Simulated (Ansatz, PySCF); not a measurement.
Energy difference R1 → P1, each structure at its B3LYP-D3(BJ)/def2-TZVP stationary point, reached from a drawn start; harmonic modes at that level show minima.
R1, C2H2F2 (SMILES F/C=C\F) (charge 0, multiplicity 1):
| atom | x (Å) | y (Å) | z (Å) |
|---|---|---|---|
| F | 1.4138 | 1.0119 | -0.0375 |
| C | 0.6579 | -0.0938 | -0.0066 |
| C | -0.6623 | -0.0535 | 0.0095 |
| F | -1.3500 | 1.0962 | -0.0036 |
| H | 1.2161 | -1.0184 | 0.0039 |
| H | -1.2754 | -0.9424 | 0.0344 |
P1, C2H2F2 (SMILES F/C=C/F) (charge 0, multiplicity 1):
```xyz
6

F      1.6235    -0.7089     0.0180
C      0.6297     0.1972    -0.0110
C     -0.6297    -0.1972     0.0110
F     -1.6235     0.7089    -0.0180
H      0.9621     1.2246    -0.0521
H     -0.9621    -1.2246     0.0521
```

P less R. No zero-point or thermal terms.

Cores are frozen in the correlated methods.

The values were computed with Ansatz (Gaussian basis) for Hartree–Fock, density functionals and correlated methods; PySCF for the D3/D4 terms. Each number belongs to the level named beside it.

```
level                    reaction energy (kcal/mol)
-----------------------  --------------------------
SVWN5/def2-TZVPP                               0.94
BLYP/def2-TZVPP                                0.66
B97M-V/def2-TZVPP                              1.06
B3LYP-D3(BJ)/def2-TZVPP                        0.70
wB97M-V/def2-TZVPP                             0.64
SCS-MP2/cc-pVTZ                                0.63
CCSD/cc-pVDZ                                  -0.09
CCSD(T)/cc-pVTZ                                0.55
CCSD(T)/cc-pVQZ                                   ?
```

Problem. Complete the blanks.

Solution. 
- CCSD(T)/cc-pVQZ, reaction energy (kcal/mol): 0.82

Ansatz is a program for electronic structure.
